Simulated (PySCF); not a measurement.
Computed shifts of a molecule C3H9NSi, B3LYP/pcSseg-1 (PySCF), GIAO, gas phase, atoms alike by connectivity averaged where their shifts nearly agree, in ppm (number of nuclei): ²⁹Si: -64.0 (1). ¹³C: 56.2 (1), 51.9 (1), 30.4 (1). ¹⁵N: 49.6 (1). ¹H: 4.22 (1), 4.14 (1), 4.04 (3), 3.82 (1), 2.57 (1), 2.25 (1), 0.51 (1). References: ²⁹Si against TMS (σ = 338.7 ppm); ¹³C against TMS (σ = 181.3 ppm); ¹⁵N against NH3 (σ = 265.5 ppm); ¹H against TMS (σ = 31.68 ppm), references at their B3LYP-D3(BJ)/def2-TZVP geometries, non-relativistic. Geometry: PBE0-D3(BJ)/def2-SVP. The values are those of a single conformer.

Identify the compound among the candidates.
A) C[SiH]1CNC1
B) C/N=C(/C)[SiH3]
C) [SiH3][C@H]1CCN1
D) C=C(C)[SiH2]N

C, [SiH3][C@H]1CCN1
